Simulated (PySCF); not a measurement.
## C₆ coefficients of unlike pairs at TPSSh

Calculated with PySCF 2.14 from the dipole response of each species, C₆(A,B) = (3/π) ∫ α_A(iu) α_B(iu) du, in atomic units, from isotropic polarisabilities. For ions this is the dispersion term alone; charge-induced terms of lower order in 1/R come first.

```csv
species,configuration,basis,relativity,α (bohr³),C₆ (like pair)
Ar³⁺,[Ne] 3s2 3p3 (4S),dyall-av3z (19s12p3d2f),none,3.608,9.883
V³⁺,[Ar] 3d2 (3F),def2-QZVPPD (11s6p5d3f2g),none,2.191,5.580
I⁺,[Kr] 4d10 5s2 5p4 (3P),aug-cc-pVTZ-DK3 (8s7p5d2f),spin-free X2C,20.38,173.3
N⁺,[He] 2s2 2p2 (3P),dyall-av3z (15s9p3d2f),spin-free X2C,3.904,8.480
```

**Question.** Estimate C₆ for N⁺ with V³⁺.

**Answer.** The integral gives 6.507. The combination rule 2 C_A C_B / (C_A α_B/α_A + C_B α_A/α_B) gives 6.437 and the geometric mean 6.879.

No spin-orbit coupling is included.

The other pairs:

```tsv
pair	C₆
V³⁺, Ar³⁺	7.222
I⁺, Ar³⁺	39.84
N⁺, I⁺	37.86
I⁺, V³⁺	27.60
N⁺, Ar³⁺	9.089
```
